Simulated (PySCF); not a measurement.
**Magnetisability: `C=C[P+](C)(C)P(CC)CCOC`, [C9H21OP2]+, charge +1**

Molfile (atoms numbered from 1):
```
C9H21OP2
     RDKit          3D

 33 32  0  0  0  0  0  0  0  0999 V2000
   -2.1339   -1.4607   -1.9757 C   0  0  0  0  0  0  0  0  0  0  0  0
   -2.5853   -1.0142   -0.8143 C   0  0  0  0  0  0  0  0  0  0  0  0
   -1.7032    0.2280    0.1511 P   0  0  0  0  0  0  0  0  0  0  0  0
   -2.2541    1.8113   -0.5714 C   0  0  0  0  0  0  0  0  0  0  0  0
   -2.4639    0.1768    1.8146 C   0  0  0  0  0  0  0  0  0  0  0  0
    0.4955   -0.0108   -0.2291 P   0  0  0  0  0  0  0  0  0  0  0  0
    0.7689   -1.2659    1.1158 C   0  0  0  0  0  0  0  0  0  0  0  0
    0.1041   -2.6000    0.8024 C   0  0  0  0  0  0  0  0  0  0  0  0
    0.9985    1.5610    0.6592 C   0  0  0  0  0  0  0  0  0  0  0  0
    2.4360    1.7261    0.1700 C   0  0  0  0  0  0  0  0  0  0  0  0
    2.7788    0.4125   -0.2307 O   0  0  0  0  0  0  0  0  0  0  0  0
    3.9844    0.2880   -0.9552 C   0  0  0  0  0  0  0  0  0  0  0  0
   -1.1946   -1.1259   -2.3876 H   0  0  0  0  0  0  0  0  0  0  0  0
   -2.6832   -2.1846   -2.5548 H   0  0  0  0  0  0  0  0  0  0  0  0
   -3.5212   -1.3566   -0.3901 H   0  0  0  0  0  0  0  0  0  0  0  0
   -2.0417    2.6349    0.1081 H   0  0  0  0  0  0  0  0  0  0  0  0
   -1.7339    1.9721   -1.5148 H   0  0  0  0  0  0  0  0  0  0  0  0
   -3.3265    1.7671   -0.7577 H   0  0  0  0  0  0  0  0  0  0  0  0
   -2.0072    0.9358    2.4484 H   0  0  0  0  0  0  0  0  0  0  0  0
   -2.3141   -0.8035    2.2639 H   0  0  0  0  0  0  0  0  0  0  0  0
   -3.5308    0.3770    1.7278 H   0  0  0  0  0  0  0  0  0  0  0  0
    0.4144   -0.8707    2.0719 H   0  0  0  0  0  0  0  0  0  0  0  0
    1.8491   -1.4041    1.1855 H   0  0  0  0  0  0  0  0  0  0  0  0
    0.3487   -3.3263    1.5743 H   0  0  0  0  0  0  0  0  0  0  0  0
    0.4510   -2.9908   -0.1513 H   0  0  0  0  0  0  0  0  0  0  0  0
   -0.9809   -2.5040    0.7552 H   0  0  0  0  0  0  0  0  0  0  0  0
    0.9589    1.4282    1.7411 H   0  0  0  0  0  0  0  0  0  0  0  0
    0.3778    2.4103    0.3762 H   0  0  0  0  0  0  0  0  0  0  0  0
    2.4955    2.4104   -0.6852 H   0  0  0  0  0  0  0  0  0  0  0  0
    3.1171    2.0840    0.9503 H   0  0  0  0  0  0  0  0  0  0  0  0
    4.0729   -0.7582   -1.2388 H   0  0  0  0  0  0  0  0  0  0  0  0
    4.8353    0.5715   -0.3296 H   0  0  0  0  0  0  0  0  0  0  0  0
    3.9707    0.9129   -1.8527 H   0  0  0  0  0  0  0  0  0  0  0  0
  1  2  2  0
  2  3  1  0
  3  4  1  0
  3  5  1  0
  3  6  1  0
  6  7  1  0
  7  8  1  0
  6  9  1  0
  9 10  1  0
 10 11  1  0
 11 12  1  0
  1 13  1  0
  1 14  1  0
  2 15  1  0
  4 16  1  0
  4 17  1  0
  4 18  1  0
  5 19  1  0
  5 20  1  0
  5 21  1  0
  7 22  1  0
  7 23  1  0
  8 24  1  0
  8 25  1  0
  8 26  1  0
  9 27  1  0
  9 28  1  0
 10 29  1  0
 10 30  1  0
 12 31  1  0
 12 32  1  0
 12 33  1  0
M  CHG  1   3   1
M  END
```

Method used: GIAO PBE/pcSseg-1 magnetisability, rotational g tensor and spin-rotation constants, non-relativistic, gas phase in PySCF. Geometry: GFN2-xTB.

For an ion the centre-of-mass motion in the field is neglected.

Problem. What are the magnetisability and the molar susceptibility?

Solution. Isotropic -2311 × 10⁻³⁰ J/T², or -139.2 × 10⁻⁶ cm³/mol; principal values -2422, -2283, -2228 × 10⁻³⁰ J/T², anisotropy 173 × 10⁻³⁰ J/T² (root of half the summed squared differences of the principal values). The susceptibility is in cgs units.

Problem. Split it along the inertial axes a, b, c into diamagnetic and paramagnetic parts about the centre of mass, with the quadrupole moment.

Solution. 
| axis | χ (10⁻⁶ cm³/mol) | diamagnetic (10⁻⁶ cm³/mol) | paramagnetic (10⁻⁶ cm³/mol) | summed x² of all electrons (Å²) | quadrupole Θ (D Å) |
| --- | --- | --- | --- | --- | --- |
| a | -138.1 | -1431.1 | 1293.0 | 542.8 | +25.37 |
| b | -143.6 | -2872.5 | 2728.9 | 203.1 | -9.73 |
| c | -135.9 | -3164.5 | 3028.6 | 134.2 | -15.64 |

Anisotropies 2χaa − χbb − χcc = +3.3 and 2χbb − χaa − χcc = -13.2 × 10⁻⁶ cm³/mol. Θ is traceless in Buckingham's convention.

Problem. And the rotational g tensor?

Solution. 
```csv
axis,rotational constant (GHz),g,nuclear part,electronic part
a,1.0250,+0.0002,0.6229,-0.6227
b,0.4533,+0.0057,0.5868,-0.5811
c,0.4103,+0.0043,0.5881,-0.5837
```
Asymmetric top; isotopes 12C, 1H, 16O, 31P; no vibrational averaging.
